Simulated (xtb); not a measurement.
Sn(Cl)(OH)3 (ClH3O3Sn), SMILES [OH][Sn]([OH])([OH])[Cl]. All values are semi-empirical tight-binding results from xtb (GFN2-xTB unless named), good for trends rather than for accurate numbers. The structure is a stationary point at GFN2-xTB. The structure was generated by enumeration; whether it is a known compound was not checked. The values are those of a single conformer.

Optimised geometry:

Bonds (Å): O1–Sn2 1.916, O1–H6 0.959, Sn2–O3 1.916, Sn2–O4 1.916, Sn2–Cl5 2.235, O3–H7 0.959, O4–H8 0.959. Bond angles (°): Sn2–O1–H6 114.3, O1–Sn2–O3 108.6, O1–Sn2–O4 108.5, O1–Sn2–Cl5 110.3, O3–Sn2–O4 108.4, O3–Sn2–Cl5 110.3, O4–Sn2–Cl5 110.5, Sn2–O3–H7 114.4, Sn2–O4–H8 114.3.
Charge 0, spin multiplicity 1.

For metal compounds this method's bond lengths and energies can be far off.

Computed properties:
```
Property                                       Value
-------------------------------------  -------------
point group as xtb finds it                       C3
orbital gap                                  4.30 eV
zero-point energy                      23.3 kcal/mol
G − E(el) at 298.15 K (modified RRHO)   1.9 kcal/mol
```

Computed atomic charges and the Wiberg bond orders between heavy atoms:
charges (e) O1 -0.47, Sn2 0.53, O3 -0.47, O4 -0.47, Cl5 -0.09, H6 0.33, H7 0.33, H8 0.33. Bond orders O1–Sn2 0.83, Sn2–O3 0.83, Sn2–O4 0.83, Sn2–Cl5 0.87.
